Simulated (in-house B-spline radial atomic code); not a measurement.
# N²⁺: [He] 2s2 2p1

Computed with a B-spline radial code for spherical atoms: non-relativistic revTPSS, spin-polarised, spherical fractional occupations, point nucleus.

Screening seen three ways: the hydrogenic charge with the same mean radius, Z_r = [3n² - l(l+1)]/(2<r>), the one with the same energy, Z_e = n√(-2ε), and Slater's rules. Values are occupation-weighted means over spin.

```tsv
shell	electrons	ε (eV)	<r> (bohr)	Z_r	Z_e	Slater
1s	2	-427.25	0.2286	6.56	5.60	6.70
2s	2	-49.478	1.171	5.12	3.81	4.60
2p	1	-38.413	1.133	4.41	3.36	4.60
```

The least bound orbital is 2p up at -38.41 eV, while the most diffuse is 2s down (<r> = 1.182 bohr against 1.133 bohr): energy order and size order differ.
